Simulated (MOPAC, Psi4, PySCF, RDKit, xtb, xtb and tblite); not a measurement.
Two geometries of SMILES CO[SiH2][SiH2]C#N, relaxed at GFN2-xTB with one dihedral held; other torsions can differ between them too.

Structure A

```
13

C      0.5644    -4.0053    -1.3694
O     -0.7113    -3.4481    -1.3854
Si    -1.8401    -3.1170    -0.2773
Si    -1.2054    -3.7029     1.8704
C     -0.3627    -5.3740     1.8618
N      0.1570    -6.3947     1.7971
H      0.6666    -4.6598    -2.2372
H      0.7408    -4.5899    -0.4629
H      1.3141    -3.2120    -1.4328
H     -2.0517    -1.6682    -0.3685
H     -3.0330    -3.8320    -0.7359
H     -2.3023    -3.8891     2.8262
H     -0.1801    -2.8648     2.5129
```

Structure B

```
13

C      0.6158    -3.7401    -1.2388
O     -0.7356    -3.4668    -1.4428
Si    -1.9735    -3.3422    -0.4035
Si    -2.1641    -1.1470     0.3107
C     -0.4779    -0.5620     0.8762
N      0.5865    -0.2797     1.1976
H      1.0712    -3.9299    -2.2114
H      0.7446    -4.6193    -0.6037
H      1.1160    -2.8892    -0.7679
H     -3.0749    -3.7550    -1.2698
H     -1.8252    -4.2857     0.7145
H     -3.0095    -0.9260     1.4905
H     -2.5267    -0.1405    -0.6968
```

Which is lower in energy at the level DF-MP2 (frozen core)/cc-pVTZ // GFN2-xTB run with Psi4 1.11, and by how much?

B is lower, by 1.51 kcal/mol (dihedral C1–O2–Si3–Si4: 0° in A, 90° in B).

E(B) − E(A) in kcal/mol at the other levels, on the same two geometries: GFN2-xTB (xtb and tblite) -0.50; MMFF94 // GFN2-xTB (RDKit) -5.21; PBE/def2-TZVP // GFN2-xTB (Psi4) -1.58; PBE-D3(BJ)/def2-TZVP // GFN2-xTB (Psi4) -1.35; wB97X-D/def2-TZVP // GFN2-xTB (Psi4) -1.33; HF/cc-pVTZ // GFN2-xTB (Psi4) -2.11; UFF // GFN2-xTB (RDKit) -7.10; PM6, restricted, heats of formation // GFN2-xTB (MOPAC) 0.46; AM1, restricted, heats of formation // GFN2-xTB (MOPAC) -2.30; GFN1-xTB // GFN2-xTB (xtb) 1.88; restricted B3LYP/6-31G*, spherical d, density fitting // GFN2-xTB (PySCF) -1.62; restricted Hartree-Fock/LANL2DZ, with its core potentials past Ne // GFN2-xTB (PySCF) -2.18; restricted B3LYP/3-21G // GFN2-xTB (PySCF) -0.36; restricted MP2 (frozen core)/3-21G // GFN2-xTB (PySCF) -0.41.
